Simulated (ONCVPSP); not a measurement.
Building the ONCV potential for tungsten (W) (PBE, scalar-relativistic).

tungsten (W), optimised norm-conserving Vanderbilt (ONCV), made with ONCVPSP 4.0.1 (PBE, scalar-relativistic). Core [Kr] 4d10 4f14, reference 5s2 5p6 5d4 (charge +2). Waves: 5s: rc 1.15 bohr, ncon 3, nbas 7, qcut 6.7 1/bohr, 2 projectors, debl 0.9 Ha; 5p: rc 1.80 bohr, ncon 4, nbas 7, qcut 6.5 1/bohr, 1 projector; 5d: rc 1.75 bohr, ncon 4, nbas 7, qcut 4.9 1/bohr, 3 projectors, debl 2.6 Ha. Local part: polynomial inside 0.75 bohr (lpopt 4, dvloc0 0 Ha). Core correction: Teter function, fcfact 4.25, rcfact 1.25.

All-electron outer shells of the reference configuration (PBE, scalar-relativistic, ld1.x):

```tsv
shell	level (eV)	outermost node (bohr)	outermost maximum (bohr)
5p	-59.30	0.57	1.09
4f	-49.29	–	0.43
5d	-19.88	0.63	1.47
```

(1) Does this generation succeed?

Results:

(1) No. ONCVPSP 4.0.1 stopped with "oncvpsp: lschvkbb ERROR 1 0 100": the bound-state solver with the separable projectors failed.
